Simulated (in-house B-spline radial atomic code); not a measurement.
Successive ionisation energies of magnesium; each step leads to the configuration of the next row (after the last: bare). Dirac energy differences include first-order Breit, QED and recoil terms. NIST's values go from ground level to ground level; the uncertainty of those that are theory runs from under 0.1 % in few-electron ions to several per cent in heavy many-electron ones. Computed with a radial B-spline atomic code at the basis-set limit: Dirac-Hartree-Fock, average of the configuration, finite nuclei.

```tsv
ion	configuration	ionisation energy (eV)	tabulated value (eV)	tabulated kind	computed minus tabulated (eV)	highest orbital	largest mean radius (bohr)
Mg	[Ne] 3s2	6.6	7.646236	measured	-1.0	3s1/2	3.248
Mg+	[Ne] 3s1	14.7	15.03527	measured	-0.3	3s1/2	2.8361
Mg2+	[He] 2s2 2p6	78.6	80.1436	measured	-1.5	2p3/2	0.68867
Mg3+	[He] 2s2 2p5	110.0	109.2654	semi-empirical	0.7	2p3/2	0.66741
Mg4+	[He] 2s2 2p4	?	?	semi-empirical	?	?	?
Mg5+	[He] 2s2 2p3	?	?	semi-empirical	?	?	?
Mg6+	[He] 2s2 2p2	222.4	225.02	semi-empirical	-2.6	2p3/2	0.6082
Mg7+	[He] 2s2 2p1	?	?	semi-empirical	?	?	?
Mg8+	[He] 2s2	323.9	327.99	semi-empirical	-4.1	2s1/2	0.57328
Mg9+	[He] 2s1	367.3	367.489	tabulated theory	-0.1	2s1/2	0.55787
Mg10+	1s2	1760.5	1761.805	tabulated theory	-1.3	1s1/2	0.12873
Mg11+	1s1	1962.7	1962.664	tabulated theory	0.0	1s1/2	0.12468
```

Fill in the row of Mg4+.

ionisation energy (eV): 144.4; tabulated value (eV): 141.33; computed minus tabulated (eV): 3.1; highest orbital: 2p3/2; largest mean radius (bohr): 0.6468.

Fill in the row of Mg5+.

ionisation energy (eV): 181.9; tabulated value (eV): 186.76; computed minus tabulated (eV): -4.8; highest orbital: 2p3/2; largest mean radius (bohr): 0.62704.

Fill in the row of Mg7+.

ionisation energy (eV): 265.8; tabulated value (eV): 265.924; computed minus tabulated (eV): -0.1; highest orbital: 2p3/2; largest mean radius (bohr): 0.59029.

Where is the largest jump?

From Mg+ to Mg2+, by a factor of 5.33 (14.741 to 78.613 eV); the highest orbital goes from 3s1/2 to 2p3/2.

Where a p, d or f electron is removed, the computed value is a mean over both j, so it misses the tabulated one by a part of the spin-orbit splitting; averaging over terms and missing correlation add to the gap, relatively most at low charge.
